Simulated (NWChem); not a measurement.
System: SiH₂O₂ClF; SMILES O[Si](O)(F)Cl

```xyz
7

O      0.2995    -1.0162     1.4242
Si    -0.0172    -0.3257    -0.0251
O     -1.5010    -0.7837    -0.5154
F      1.1176    -0.7803    -1.0748
Cl     0.0448     1.7082     0.0247
H      1.1841    -0.9295     1.7914
H     -1.7914    -1.6625    -0.2521
```
Atoms are numbered in this order, from 1.

All runs: NWChem. Geometry optimised at PBE0/def2-SVP; all other runs use it. 

```csv
quantity,level,value
"isotropic polarisability (bohr³), static",PBE/def2-SVPD,47.0
solvation free energy (kcal/mol) in water,"PBE0/def2-SVP, SMD",-8.4
"vertical, lowest excitation, singlet (eV)","PBE/def2-SVPD, TDA",6.95
−ε(HOMO) (eV),PBE/def2-SVP,7.63
dipole (D),PBE0/def2-SVP,2.33
highest harmonic frequency (cm⁻¹),PBE0/def2-SVP,3940
```
